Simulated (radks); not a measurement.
Task: Eu III, configuration [Xe] 4f7 (the NIST ground configuration). Method: non-relativistic Kohn-Sham, PBE, spin-polarised, spherical densities, point nucleus; open shells are filled with parallel spins first (spin-orbit coupling, left out, can overturn this in heavy ions); relativity is left out, which matters for an element this heavy; computed with a radial shooting solver on a logarithmic mesh with Libxc functionals. Some entries of the table are withheld. Estimate them.

orbital  occ.  eigenvalue (eV)  <1/r> (bohr^-1)
1s up       1        -45558.36            62.46
1s down     1        -45558.36            62.46
2s up       1        -7233.539            14.50
2s down     1        -7233.469            14.50
2p up       3        -6876.183            14.53
2p down     3        -6876.146            14.53
3s up       1        -1594.718            5.453
3s down     1        -1591.799            5.460
3p up       3        -1436.305            5.392
3p down     3        -1433.644            5.399
3d up       5        -1141.108            5.289
3d down     5        -1139.189            5.295
4s up       1        -322.3502            2.320
4s down     1        -316.5232            2.319
4p up       3        -260.9676            2.226
4p down     3        -255.1474            2.224
4d up       5        -151.9079              (1)
4d down     5        -146.1123              (2)
5s up       1         -53.2459           0.8964
5s down     1         -50.5547           0.8746
5p up       3         -36.8750           0.7900
5p down     3         -34.7776           0.7659
4f up       7         -20.8410            1.483
4f down     0         -15.7406            1.427

Result: 
(1) 4d up <1/r> (bohr^-1): 2.017
(2) 4d down <1/r> (bohr^-1): 2.014
